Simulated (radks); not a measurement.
The mean radii <r> (bohr) of the occupied orbitals of an atom or ion are listed with their occupations. Calculated with a radial shooting solver on a logarithmic mesh with Libxc functionals: scalar-relativistic Kohn-Sham, r2SCAN, spin-unpolarised, spherical densities, finite nucleus; meta-GGA in the generalised Kohn-Sham scheme; Fermi nuclear charge, rms radius of each element as measured or else 0.836 A^(1/3) + 0.57 fm.

orbital  occ.      <r>
1s          2  0.04275
2s          2   0.1893
2p          6   0.1654
3s          2   0.5500
3p          6   0.5629
3d         10   0.5877
4s          1    1.597
4p          4    1.862
5s          1    4.440

Name the element and its charge.

Answer. Z = 35, bromine, charge +1: Br+ in [Ar] 3d10 4s1 4p4 5s1. The 1s radius gives Z: for a bare nucleus <r> = (2 gamma + 1)/(2Z) with gamma = sqrt(1 - (Z/c)^2), 0.04191 bohr for Z = 35, and screening makes it slightly larger (0.04275 here). The occupations add up to 34, and the charge is Z minus that.
